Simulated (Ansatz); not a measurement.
# Which isomer of C4H4BCl gives these data?

These gas-phase data were calculated for one isomer of C4H4BCl at PBE-D3(BJ)/def2-SVP (harmonic, unscaled wavenumbers; equilibrium rotational constants with average atomic masses):

| Property | Result |
| --- | --- |
| rotational constants | 7.837, 2.056, 1.629 GHz |
| all wavenumbers above 1500 cm⁻¹ | 3177, 3154, 3121, 2580, 1589, 1551 |

Candidates:

(1) `ClB1C=CC=C1`, a singlet
(2) `ClC1=CBC=C1`, a singlet

Problem. Assign the data to one candidate and say why.

Solution. Candidate (2). The band at 2580 cm⁻¹ lies where the B–H stretch is expected; (1) has no mode between 2350 and 2900 cm⁻¹.

The same quantities for all candidates:

|  | rotational constants (GHz) | wavenumbers above 1500 cm⁻¹ | E above the lowest, PBE-D3(BJ)/def2-SVP (kcal/mol) |
| --- | --- | --- | --- |
| (1) | 7.523, 1.923, 1.531 | 3164, 3163, 3111, 3098, 1588, 1551 | 0.0 |
| (2) | 7.837, 2.056, 1.629 | 3177, 3154, 3121, 2580, 1589, 1551 | 35.8 |

Harmonic stretches to hydrogen usually lie a few per cent above observed fundamentals. Programs: Ansatz 0.2.0.
